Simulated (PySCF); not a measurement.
**Correlation energy of In²⁺ (indium, charge +2)**

[Kr] 4d10 5d1, 2D determinant (an excited configuration). Computed with PySCF 2.14 in x2c-TZVPPall with one added diffuse shell each of s, p, d, f type (9s7p5d3f, 76 functions), with scalar relativity by spin-free X2C-1e. Frozen: [Ar] 3d10; 19 electrons correlated.

| level | correlation energy (mhartree) |
| --- | --- |
| CCSD | -257.16 |
| (T) | -5.51 |
| CCSD(T) | -262.67 |

Diagnostics: T1 = 0.0082, D1 = 0.0286, largest double amplitude 0.102.

Problem. Is a single reference adequate?

Solution. Mostly. T1 lies below 0.03, but a double amplitude of this size points to a near-degeneracy that CCSD handles and MP2 describes poorly.

This basis was not built for core-valence correlation, so the inner-shell part is incomplete.
